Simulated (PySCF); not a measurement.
# Cost of excited-state runs on `C1(C#C)=CC=CC(N)=C1O`, C$_{8}$H$_{7}$NO

Bonds (- single, = double, # triple, : aromatic): C1#C2, C2-C3, C3:C4, C4:C5, C5:C6, C6:C7, C7-N8, C7:C9, C9-O10, C9:C3. C1 carries H11; C4 carries H12; C5 carries H13; C6 carries H14; N8 carries H15, H16; O10 carries H17.

PySCF with density fitting, on 1 thread of an Intel Xeon Platinum 8488C, shared host. Command: `OMP_NUM_THREADS=1 python excited_run.py task.json out`

(1) How long does each of these runs take, and how much memory?
- magnetisability and related constants, BHandHLYP/pcSseg-1; usual settings
- magnetisability and related constants, CAM-B3LYP/6-31G; IEF-PCM dichloromethane; fitting basis def2-universal-jkfit

## Answers

(1) 
```
                                  run               level  basis functions  wall time  peak memory (GiB)
magnetisability and related constants  BHandHLYP/pcSseg-1              205       49 s               0.93
magnetisability and related constants     CAM-B3LYP/6-31G              104       30 s               0.71
```
Times from a shared host are rough.
